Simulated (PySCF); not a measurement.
Ligands exchanged one at a time, Ga SiH3-SH. Isolated molecules, 0 K electronic values unless said otherwise. One relaxed conformer stands for each flexible species; it need not be the lowest. Strings in code marks are SMILES.

The HOMO from two functionals at the same geometries (PBE0-D3(BJ)/def2-TZVP), both in PySCF: PBE-D3(BJ)/def2-TZVP and B3LYP-D3(BJ)/def2-TZVP. B3LYP has the VWN-RPA correlation part, as in Gaussian. 

```
species                                                                                            B3LYP-D3(BJ)/def2-TZVP (eV)
-------------------------------------------------------------------------------------------------  ---------------------------
0 of 3 SiH3 replaced by SH (`[SiH3][Ga]([SiH3])[SiH3]`)                                                                  -7.07
1 of 3 SiH3 replaced by SH                                                                                               -7.20
2 of 3 SiH3 replaced by SH (`[SH][Ga]([SiH3])[SH]` (S–Ga–S–H torsion -179°, S–Ga–S–H torsion 0°))                        -7.20
3 of 3 SiH3 replaced by SH (`[SH][Ga]([SH])[SH]`)                                                                        -7.40
```

Question: What does PBE-D3(BJ)/def2-TZVP give for each?

Answer: 
- 0 of 3 SiH3 replaced by SH (`[SiH3][Ga]([SiH3])[SiH3]`): -6.28
- 1 of 3 SiH3 replaced by SH: -6.40
- 2 of 3 SiH3 replaced by SH (`[SH][Ga]([SiH3])[SH]` (S–Ga–S–H torsion -179°, S–Ga–S–H torsion 0°)): -6.29
- 3 of 3 SiH3 replaced by SH (`[SH][Ga]([SH])[SH]`): -6.45
Over these rows, drawn at random from the members with no instability flagged (it was tested for open shells, ions and some series alone), PBE minus B3LYP-D3(BJ): mean +0.86 eV, from +0.78 eV to +0.95 eV.
